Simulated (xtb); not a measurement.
Cd(Br)(Et) (C2H5BrCd), SMILES [Br][Cd][CH2]C. All values are semi-empirical tight-binding results from xtb (GFN2-xTB unless named), good for trends rather than for accurate numbers. Coordinates come from a GFN2-xTB optimisation. Other conformers were not sampled.

Optimised geometry:

Bonds (Å): Cd1–Br2 2.517, Cd1–C3 2.185, C3–C4 1.524, C3–H5 1.092, C3–H6 1.091, C4–H7 1.096, C4–H8 1.096, C4–H9 1.092. Angles (°): Br2–Cd1–C3 119.7, Cd1–C3–C4 104.4, Cd1–C3–H5 110.8, Cd1–C3–H6 111.9, C4–C3–H5 110.4, C4–C3–H6 110.5, H5–C3–H6 108.8, C3–C4–H7 111.3, C3–C4–H8 111.3, C3–C4–H9 110.5, H7–C4–H8 108.7, H7–C4–H9 107.5, H8–C4–H9 107.5.
Charge 0, spin multiplicity 1.

For metal compounds this method's bond lengths and energies can be far off.

Computed properties:
- orbital gap = 3.33 eV
- zero-point energy = 39.5 kcal/mol
- G − E(el) at 298.15 K (modified RRHO) = 18.3 kcal/mol

Computed atomic charges and the Wiberg bond orders between heavy atoms:
charges (e) Cd1 0.30, Br2 -0.34, C3 -0.14, C4 -0.10, H5 0.05, H6 0.05, H7 0.06, H8 0.06, H9 0.05. Bond orders Cd1–Br2 0.83, Cd1–C3 0.79, C3–C4 1.03.
